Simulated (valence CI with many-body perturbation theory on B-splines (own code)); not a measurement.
The numbers below are computed, except where a source is named.
# Sensitivity of CI+MBPT for Yb48+

Level of theory: relativistic CI+MBPT: four valence electrons over a frozen Dirac-Fock core [Ar], a basis of 6 s, 6 p, 5 d, 5 f, 1 g functions for each j, with the one-electron correlation potential Σ1, the two-electron term Σ2, the three-electron term Σ3, Breit, model QED; selected CI, second order for the rest, scaled by the run's own slope (own B-spline code, finite nucleus).

No measured spectrum was set against this ion. As an estimate, large intervals hold to a few tenths of a per cent, small ones and those within an open d or f shell to about a per cent. Only levels of the ground parity were solved; by the run's estimate the other parity begins above the list, which can be wrong where configurations are misplaced.

The reference run has the lowest level (3d3/2^4) J=0 and an ionisation energy of 4238.42 eV. Its largest variational space holds 7990 state functions.

Levels are named by their leading jj configuration (3d3/2^4 stands for four electrons in 3d with j = 3/2), which in mixed levels can hold well under half, so a name can repeat and another be missing. Letters in brackets count levels of one name in rising energy.

Changed runs:
A. logarithmic knot step 0.27 → 0.2
B. size limit of the variational space 10000 → 1500; second order for the rest on → off
C. natural orbitals for correlation on → off
D. factor on the speed of light 1 → 1.1 (bad on purpose)

Excitation energies of the reference run in cm⁻¹, and shifts in cm⁻¹:

```tsv
Level	Reference	A	B	C	D
(3d3/2^3 3d5/2) J=1	384201	+0.3	+847	-1046	-78579
(3d3/2^3 3d5/2) J=4	475383	+0.3	+3149	-279	-76700
(3d3/2^3 3d5/2) J=2	493161	+0.4	+2384	-225	-83973
(3d3/2^3 3d5/2) J=3	520217	+0.4	+2608	+13	-82125
(3d3/2^2 3d5/2^2) J=0 [a]	834372	+0.6	+7.8	-1168	-156179
(3d3/2^2 3d5/2^2) J=2 [a]	842961	+0.6	+1411	-787	-150775
(3d3/2^2 3d5/2^2) J=4 [a]	856124	+0.7	+1996	-1221	-155675
(3d3/2^2 3d5/2^2) J=3 [a]	871181	+0.7	+2440	-1038	-155579
(3d3/2^2 3d5/2^2) J=5	900935	+0.7	+1566	-842	-153290
(3d3/2^2 3d5/2^2) J=6	922948	+0.7	+572	-703	-152404
(3d3/2^2 3d5/2^2) J=1	935712	+0.7	+1202	-211	-158544
(3d3/2^2 3d5/2^2) J=3 [b]	963453	+0.7	+2889	+127	-153335
Ionisation energy (eV)	4238.42	+0.0014	+0.0052	-0.38	-6.60
```
